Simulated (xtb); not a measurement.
TiI₄, SMILES [I][Ti]([I])([I])[I], multiplicity 1. All values are semi-empirical tight-binding results from xtb (GFN2-xTB unless named), good for trends rather than for accurate numbers. Geometry: GFN2-xTB. The multiplicity is an assumed one; no other spin state was optimised. The isomer is the one that the SMILES or the coordinates give; other isomers of the formula were not compared.

Optimised geometry:

```xyz
5

Ti     0.0000     0.0000     0.0000
I      1.5257     1.5257    -1.5257
I     -1.5257     1.5257     1.5257
I     -1.5257    -1.5257    -1.5257
I      1.5257    -1.5257     1.5257
```

For metal compounds this method's bond lengths and energies can be far off.

```yaml
point_group_as_xtb_finds_it: Td
orbital_gap: 1.57 eV
zero_point_energy: 1.9 kcal/mol
G − E(el) at 298.15 K (modified RRHO): -22.3 kcal/mol
```

Task: Give the atomic charges and the Wiberg bond orders between heavy atoms. (Estimate from the structure and the level; the computed values follow.)

Result: charges (e) Ti1 0.73, I2 -0.18, I3 -0.18, I4 -0.18, I5 -0.18. Bond orders Ti1–I2 1.21, Ti1–I3 1.21, Ti1–I4 1.21, Ti1–I5 1.21.
